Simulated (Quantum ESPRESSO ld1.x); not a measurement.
Task: Species: Zr4+. Configuration: [Kr]. Calculated with ld1.x of Quantum ESPRESSO 7.5: scalar-relativistic Kohn-Sham, LDA (Slater exchange, Perdew-Wang correlation), spin-polarised, spherical densities, point nucleus. Some entries of the table are withheld. Estimate them.

orbital,occ.,eigenvalue (eV),<1/r> (bohr^-1),r(max) (bohr)
1s,2,-17842.2,41.21,0.02417
2s,2,-2510.19,9.238,0.1371
2p,6,(1),9.008,0.1095
3s,2,-446.586,3.136,0.4086
3p,6,-360.181,2.980,0.4024
3d,10,-217.930,(2),0.3464
4s,2,-95.6732,1.142,1.068
4p,6,-72.9328,1.017,1.161
4d,0,-40.5794,0.7657,1.444
5s,0,-33.2573,0.4962,2.517

Result: 
(1) 2p eigenvalue (eV): -2244.91
(2) 3d <1/r> (bohr^-1): 2.742
